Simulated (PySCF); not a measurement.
Computed shifts of a molecule C2H5FSi2, PBE/pcSseg-1 (PySCF), GIAO, gas phase, equivalent atoms averaged, in ppm (number of nuclei): ¹³C: 107.7 (1), 87.7 (1). ²⁹Si: -6.1 (1), -111.0 (1). ¹⁹F: -244.1 (1). ¹H: 6.09 (1), 3.80 (3), 3.07 (1). References: ¹³C against TMS (σ = 182.0 ppm); ²⁹Si against TMS (σ = 335.4 ppm); ¹⁹F against CFCl3 (σ = 133.6 ppm); ¹H against TMS (σ = 31.49 ppm), references at their B3LYP-D3(BJ)/def2-TZVP geometries, non-relativistic. Geometry optimised at ωB97X-D3(BJ)/def2-SVP. One conformer was computed; it need not be the lowest.

Problem. Which structure fits?
A) C#C[Si@@H](F)[SiH3]
B) C#C[SiH2][SiH2]F
C) F[Si@H]1C=C[SiH2]1
D) F[SiH2]C#C[SiH3]

Solution. A, C#C[Si@@H](F)[SiH3]
